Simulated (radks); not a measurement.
The numbers below are computed, except where a source is named.
The mean radii <r> (bohr) of the occupied orbitals of an atom or ion are listed with their occupations. Code: a radial shooting solver on a logarithmic mesh with Libxc functionals. Model: scalar-relativistic Kohn-Sham, LB94 model potential, spin-polarised, spherical densities, finite nucleus; Fermi nuclear charge, rms radius of each element as measured or else 0.836 A^(1/3) + 0.57 fm.

orbital  occ.      <r>
1s down     1  0.02360
1s up       1  0.02360
2s up       1   0.1008
2s down     1   0.1008
2p up       3  0.08858
2p down     3  0.08857
3s up       1   0.2654
3s down     1   0.2655
3p up       3   0.2633
3p down     3   0.2634
3d up       5   0.2402
3d down     5   0.2403
4s up       1   0.5897
4s down     1   0.5892
4p up       3   0.6167
4p down     3   0.6163
4d up       5   0.6501
4d down     3   0.6496

Name the element and its charge. Open shells, if any, are filled with parallel spins first.

Answer. Z = 60, neodymium, charge +16: Nd16+ in [Kr] 4d8. The 1s radius gives Z: for a bare nucleus <r> = (2 gamma + 1)/(2Z) with gamma = sqrt(1 - (Z/c)^2), 0.02332 bohr for Z = 60, and screening makes it slightly larger (0.02360 here). The occupations add up to 44, and the charge is Z minus that.
